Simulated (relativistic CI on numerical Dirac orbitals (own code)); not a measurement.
# Hyperfine structure of Ar⁸⁺, mass number 39

Method of calculation: Dirac-Coulomb-Breit CI, orbitals from a KLI potential per configuration, model QED (radiative potential, 1s self-energy scaled to tabulated hydrogen-like ionisation energies), unscaled Slater integrals (own radial code, finite nucleus).

CI space (outside the closed core 1s2): 2s²2p⁶, 2s²2p⁵3s, 2s²2p⁵3p, 2s²2p⁵3d, 2s2p⁶3s, 2s2p⁶3p, 2s²2p⁵4s, 2s²2p⁵4p, 2s²2p⁵4d, 2s²2p⁵4f, 2s2p⁶3d, 2s²2p⁴3s², 2s²2p⁴3s3p, 2s2p⁶4s, 2s²2p⁴3p², 2s²2p⁴3s3d. Levels of other configurations are missing.

Nuclear spin I = 7/2, μ = -1.59 μN, Q = -0.116 b (tables of Stone and Pyykkö). The electronic factors are computed for point nuclear moments, without core polarisation or the Bohr-Weisskopf and QED corrections.

| Level | E (cm⁻¹) | A (MHz) | B (MHz) |
| --- | --- | --- | --- |
| 2s²2p⁵3s ³P°2 | 2019015 | -4972 | 1470 |
| 2s²2p⁵3s ³P°1 | 2025859 | -2778 | -160 |
| 2s²2p⁵3s ¹P°1 | 2044873 | -11790 | 893 |
| 2s²2p⁵3p ³D3 | 2162274 | -1839 | 1210 |
| 2s²2p⁵3p ³D2 | 2163322 | -3128 | 1290 |
| 2s²2p⁵3p ³D1 | 2169298 | -4500 | 738 |
| 2s²2p⁵3p ³P2 | 2174787 | -1951 | 306 |
| 2s²2p⁵3p ³P1 | 2188720 | 1223 | -103 |

Levels with J = 0, under 50 % of one LS term, or S terms without an open s electron are left out. Small factors come from cancelling terms and can be off by tens of per cent or more.

At this charge configurations can still be misplaced by up to about 7 % of their energy.

Question: Give the hyperfine levels of 2s²2p⁵3s ³P°2 relative to its centre of gravity.

Answer: With K = F(F + 1) − I(I + 1) − J(J + 1), E = AK/2 + B[¾K(K + 1) − I(I + 1)J(J + 1)]/[2I(2I − 1)J(2J − 1)]: F = 3/2: 45540, F = 5/2: 32450, F = 7/2: 14500, F = 9/2: -7958, F = 11/2: -34440 MHz.

LS names give the leading component of a level, which can be under half, so a name can repeat, a term be missing and a line seem to break the LS rules.
